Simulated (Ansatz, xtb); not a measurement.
# CH7OSSi+: which of two conformers lies lower

Structure X: `C[Si@@H]([OH2+])S`, a singlet. Structure Y: `C[Si@H]([OH2+])S`, a singlet. Both are isolated ions in the gas phase, relaxed with B3LYP-D3(BJ)/def2-SVP.

X (Å):

```json
{"atom": "C", "x (Å)": "-0.0321", "y (Å)": "1.8043", "z (Å)": "-0.1024"}
{"atom": "O", "x (Å)": "-0.1497", "y (Å)": "-0.0753", "z (Å)": "2.1541"}
{"atom": "S", "x (Å)": "-2.2511", "y (Å)": "-0.6709", "z (Å)": "-0.0387"}
{"atom": "Si", "x (Å)": "-0.2832", "y (Å)": "0.0147", "z (Å)": "0.2520"}
{"atom": "H", "x (Å)": "0.9230", "y (Å)": "2.1662", "z (Å)": "0.3106"}
{"atom": "H", "x (Å)": "-0.0046", "y (Å)": "1.9497", "z (Å)": "-1.1955"}
{"atom": "H", "x (Å)": "-0.8547", "y (Å)": "2.4131", "z (Å)": "0.3042"}
{"atom": "H", "x (Å)": "0.7913", "y (Å)": "-0.9380", "z (Å)": "-0.0868"}
{"atom": "H", "x (Å)": "-1.9137", "y (Å)": "-1.9839", "z (Å)": "-0.0845"}
{"atom": "H", "x (Å)": "0.6579", "y (Å)": "-0.0188", "z (Å)": "2.6987"}
{"atom": "H", "x (Å)": "-0.9279", "y (Å)": "-0.3086", "z (Å)": "2.6954"}
```

Y (Å):

```xyz
11

C    -1.3721    0.8056    1.6640
O     0.5077   -0.9986    0.3409
S     0.7700    1.8717   -0.7859
Si   -0.6215    0.5083    0.0063
H    -2.0793    1.6485    1.5867
H    -1.9379   -0.0753    2.0089
H    -0.6090    1.0595    2.4159
H    -1.4667   -0.0486   -1.0657
H     0.1977   -1.9072    0.5199
H     1.3880   -1.0181   -0.0830
H     1.1181    2.3945    0.4167
```

**Question.** Estimate which is lower in electronic energy at CCSD(T)/def2-SVP + ΔMP2/def2-TZVPP, and by roughly how much.

**Answer.** Too close to call at this level: CCSD(T)/def2-SVP + ΔMP2/def2-TZVPP gives E(Y) − E(X) = −1.09 kJ/mol.

How the difference moves with the method:

```csv
level,geometry,E(Y) − E(X) (kJ/mol),departure from the last row (kJ/mol),"job, with rough time for the two"
B3LYP-D3(BJ)/def2-SVP,B3LYP-D3(BJ)/def2-SVP,−0.06,+1.03,"optimisation, 1.8 min"
HF/def2-SVP,B3LYP-D3(BJ)/def2-SVP,+1.08,+2.17,part of the CCSD(T) run
MP2/def2-SVP,B3LYP-D3(BJ)/def2-SVP,−0.59,+0.50,part of the CCSD(T) run
CCSD(T)/def2-SVP,B3LYP-D3(BJ)/def2-SVP,−0.76,+0.33,single point
CCSD(T)/def2-SVP + ΔMP2/def2-TZVPP,B3LYP-D3(BJ)/def2-SVP,−1.09,,"single point, 21 s"
```

The largest departure from CCSD(T)/def2-SVP + ΔMP2/def2-TZVPP is that of HF/def2-SVP, 2.17 kJ/mol. Levels run at GFN2-xTB geometries aren't shown. The last row adds to CCSD(T) the change of the MP2 difference between the two basis sets, here −0.33 kJ/mol.

With harmonic frequencies from B3LYP-D3(BJ)/def2-SVP (ideal gas, rigid rotor, one conformer each, 298.15 K, 1 atm): on the last row, ΔE + ΔZPE = +0.49, ΔH = −0.49, ΔG = +2.43 kJ/mol.

The correlated steps freeze 12 core orbitals. Programs: Ansatz 0.2.0; the last row on 2 threads of Arm Neoverse V1 on a shared host.
